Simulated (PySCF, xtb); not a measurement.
B(Br)(OH)2 (BBrH2O2), SMILES OB(O)Br. The values are those of a single conformer.

Harmonic wavenumbers (cm⁻¹) from GFN2-xTB (xtb 6.7.1) at its own minimum, in rising order: 274, 311, 458, 537, 537, 595, 903, 924, 1136, 1360, 3622, 3626.

Task: What does PBE0-D3(BJ)/def2-SVP run with PySCF give at its own minimum? (An estimate is asked for; the answer gives what the named calculation found.)

Result: 297, 344, 472, 531, 585, 613, 994, 1014, 1284, 1515, 3888, 3925. Paired by order, the mean absolute difference is 99 cm⁻¹ and the zero-point energies are 20.4 and 22.1 kcal/mol.
